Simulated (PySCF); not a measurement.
**Shapes and spin states of GeHCl**

Method: PBE0/[Ge def2-TZVP, H def2-TZVP, Cl def2-TZVP], no relativity, density fitting, PySCF.

Relaxations began from a few typed shapes and spin states; open shells are unrestricted. The search is not exhaustive: other isomers or separated fragments can lie lower, and high-lying points may rest on an excited occupation.

Q: Order these stationary points by electronic energy, lowest first, in kJ/mol from the lowest minimum.
A. singlet C∞v: Ge–Cl 2.489 Å, Ge–H 1.755 Å; Cl–Ge–H 180.0°
B. triplet C∞v: Ge–Cl 2.254 Å, Ge–H 1.721 Å; Cl–Ge–H 180.0°
C. triplet Cs: Ge–Cl 2.148 Å, Ge–H 1.556 Å; Cl–Ge–H 115.2°
D. singlet Cs: Ge–Cl 2.183 Å, Ge–H 1.601 Å; Cl–Ge–H 93.7°

A: D (0.0), C (153.2), B (258.6), A (278.8).

Q: Which of them are minima?

A: By energy in kJ/mol, 0.0: minimum; 153.2: minimum; 258.6: saddle point, 2 imaginary modes; 278.8: saddle point, 2 imaginary modes.

Counting electrons, germanium keeps 2 of its valence electrons outside its bonds, so the VSEPR class is AX2E1 and the expected shape is bent; with unlike ligands the computed point group is Cs.

The electron or spin density has lower symmetry than the nuclear frame for the triplet C∞v at 258.6 kJ/mol.
